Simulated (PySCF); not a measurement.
Input for PySCF: R-HF/3-21G on BFHI (SMILES FBI), a point of a bond scan (R = 3.794 Å).

```python
from pyscf import gto, scf, dft, mp
from pyscf.data.elements import chemcore

mol = gto.M(
    atom='''
    B    -0.24474767   -1.33345574    0.80641967
    F     0.79230233   -1.74375557    1.49667712
    H    -3.49387791   -3.29304752    0.84303829
    I    -0.08767701    0.45862089   -0.34566142
    ''',
    basis='3-21g',
    charge=0, spin=0, verbose=3, max_memory=1800)
mf = scf.RHF(mol)
mf.conv_tol = 1e-8
mf.max_cycle = 100
mf.kernel()
if not mf.converged:
    mf = mf.newton().run(mf.mo_coeff, mf.mo_occ)
```

The log:

```
converged SCF energy = -7011.09974472542
```

Self-consistency was reached.

Cost: around 0.3 core-seconds (rough).
